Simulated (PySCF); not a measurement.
Computed Raman spectrum (relative Raman activity) of a molecule C₄H₆F₂. The structure is a stationary point at PBE0-D3(BJ)/def2-SVP. One conformer was computed; it need not be the lowest. All values below come from PySCF with PBE0-D3(BJ)/def2-SVP. Harmonic, unscaled wavenumbers; measured fundamentals usually lie a few per cent lower.

Lines under 2 % of the strongest are left out, and lines within 2 cm⁻¹ are merged.

ν (cm⁻¹): 827 (w), 957 (w), 1141 (vw), 1204 (vw), 1384 (vw), 1432 (vw), 1452 (w), 1492 (vw), 3084 (s), 3092 (w), 3103 (vs), 3173 (m), 3180 (m) (against the strongest line: vs over 80 %, s over 45 %, m over 15 %, w over 4 %, vw less)

Question: Pick the molecule that these values belong to.
A) FC1(F)CCC1
B) F[C@H]1C[C@@H](F)C1
C) F[C@H]1CC[C@@H]1F
D) C[C@@]1(F)C[C@@H]1F

Answer: C, F[C@H]1CC[C@@H]1F
